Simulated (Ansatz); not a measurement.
Born–Oppenheimer molecular dynamics of Cl2FH4HfOSi (10 atoms, charge 0, multiplicity 2). It starts at the highest image of a converged band. Of that band: A structure lower than the first end lies on the path between it and the top, so the climb from that side starts below the end, which may itself be a saddle point or a shallow side well. A vibrational analysis at the climbing image gives one clearly imaginary mode, 1084i cm⁻¹, and a faint second one (13i cm⁻¹) that may be numerical noise or a soft torsion: probably a first-order saddle point.

Theory: UKS PBE/def2-SVP (Ansatz).

```yaml
ensemble: NVE (velocity Verlet)
time_step: 0.5 fs
steps_asked: 200
starting_velocities_drawn_for: 100 K
seed: 5930
```

First frame:

```xyz
10
Properties=species:S:1:pos:R:3
Hf 0.110 0.025 0.042
F 0.187 0.080 2.111
Cl 2.151 0.461 -1.067
O -1.355 1.068 -0.651
Si -2.726 1.870 -1.231
H -3.863 1.645 -0.276
H -2.424 3.337 -1.331
H -3.075 1.323 -2.585
Cl -0.468 -2.245 0.428
H -0.059 -0.905 2.777
```

(1) How far do the bonds stretch over the last three quarters of this one trajectory? (Pairs bonded in most of those frames.)

## Answers

(1) 
```tsv
bond	mean (Å)	spread (Å)	shortest	longest
Hf1–F2	2.594	0.181	2.23	2.82
Hf1–Cl3	2.362	0.014	2.34	2.38
Hf1–O4	1.919	0.008	1.90	1.93
Hf1–Cl9	2.429	0.022	2.38	2.45
F2–H10	0.966	0.038	0.91	1.05
O4–Si5	1.690	0.012	1.67	1.72
Si5–H6	1.503	0.004	1.50	1.51
Si5–H7	1.502	0.001	1.50	1.50
Si5–H8	1.501	0.003	1.50	1.51
```

Mean temperature of the second half: 296 K. The conserved energy stayed within 0.11 meV per atom of its start (net change -0.079 meV per atom), so the integration is sound. The kinetic energy rose, since the run started high on the potential surface and went downhill. A run of 0.1 ps of so small a system gives no equilibrium averages.

Run time: 10 min on 4 threads of Intel(R) Xeon(R) Platinum 8488C (Sapphire Rapids), on a shared host, peak memory 0.3 GiB.
